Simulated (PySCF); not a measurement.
# Ti⁺: ionisation energy

Ti⁺ [Ar] 3d2 4s1 (4F) → Ti²⁺ [Ar] 3d2 (3F), as a difference of total energies. Calculation: PySCF 2.14, in x2c-QZVPPall; scalar relativity by spin-free X2C-1e. Correlated levels: valence and next inner shell: [Ne] frozen. The calculations carry no spin-orbit coupling.

```
                                method  ionisation energy (eV)
                                   UHF                  12.938
    MP2 (valence and next inner shell)                  13.561
SCS-MP2 (valence and next inner shell)                  13.386
   CCSD (valence and next inner shell)                  13.545
CCSD(T) (valence and next inner shell)                  13.584
```

Q: How much does correlation contribute at CCSD(T) (valence and next inner shell)?

A: 13.584 − (12.938) = 0.646 eV, measured against UHF.

The reference lies between the lowest fine-structure levels, while these numbers refer to the centres of the terms.

Errors of the correlated levels include the incompleteness of this basis and the frozen core.

For comparison: 13.575 eV (measured; NIST Atomic Spectra Database, ionization energies).
